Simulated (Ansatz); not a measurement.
Question: Name a neutral molecule of Br, C, Ge and H with size of the dipole moment (PBE/def2-TZVPP) between 1.35 and 1.65 D and size of the dipole moment (ωB97M-V/def2-TZVPP) between 1.40 and 1.70 D (Ansatz, PBE0-D4/def2-TZVP geometry).

Answer: `[CH3][GeH2][CH2]Br` (1.52 D, 1.62 D). Other molecules can fit too; these were computed, each in one conformer that needn't be the lowest.
